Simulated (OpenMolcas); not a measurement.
Cu2+ among 6 point charges of -1.5 e arranged as a tetragonal octahedron (D4h), 1.97 Å from the ion, with the axial distance 1.832 Å.

| Quantity | Value |
| --- | --- |
| Program | OpenMolcas 26.06 |
| Method | SS-CASPT2, IPEA 0.25 Eh, imaginary shift 0.1 Eh (closed shells correlated: 3s 3p) |
| Basis | ANO-RCC-VDZP [5s4p2d1f] |
| Scalar Hamiltonian | DKH2, point nucleus |
| Active space | 9 electrons in 5 orbitals (3d) |
| State averaging | 2S+1 = 2 even, 5 roots |
| Spin-orbit coupling | RASSI with atomic mean-field integrals over the reference wave functions |

(1) What is the spin-free ground state (labels of D4, the rotations of D4h)?

(2) Where is the first state of the same spin?

(3) What are the lowest two levels with spin-orbit coupling?

(4) What is χT at 300 K, and how does it compare with the textbook value?

Answers

(1) 2A1, 1-fold in its orbital part, 100 % from free-ion D terms; it has the highest spin that d9 allows.

(2) 2B1 at 2430 cm-1 above the ground state.

(3) A 2-fold level E1/2 with g = 1.92, 2.88, 2.88, then a 2-fold level E3/2 2330 cm-1 above it. Their leading multiplicities are 2 (100 %) and 2 (100 %).

(4) The lowest level has 2S+1 = 2, for which the spin-only value is χT = S(S+1) / 2 = 0.375 cm3 K/mol (g = 2). The computed 0.704 at 300 K differs by +0.329, through orbital momentum, spin-orbit coupling and any other state in reach.

Free-ion shares, where given, are those of the reference states; single-state CASPT2 does not remix them. Point charges carry no covalency, so the field is a model and not that of real ligands. No measured value stands beside these numbers.
